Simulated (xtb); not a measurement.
B(Cl)(OH)(SeH) (BClH2OSe), SMILES B(O)([SeH])Cl. All values are semi-empirical tight-binding results from xtb (GFN2-xTB unless named), good for trends rather than for accurate numbers. Geometry: GFN2-xTB. Other conformers were not sampled.

```yaml
point_group_as_xtb_finds_it: Cs
orbital_gap: 4.62 eV
zero_point_energy: 16.3 kcal/mol
G − E(el) at 298.15 K (modified RRHO): -2.6 kcal/mol
static polarisability (D4 model): 59.5 bohr³
solvation energy, GFN2-xTB/ALPB(water): -7.2 kcal/mol
solvation energy, GFN2-xTB/ALPB(methanol): -7.4 kcal/mol
```
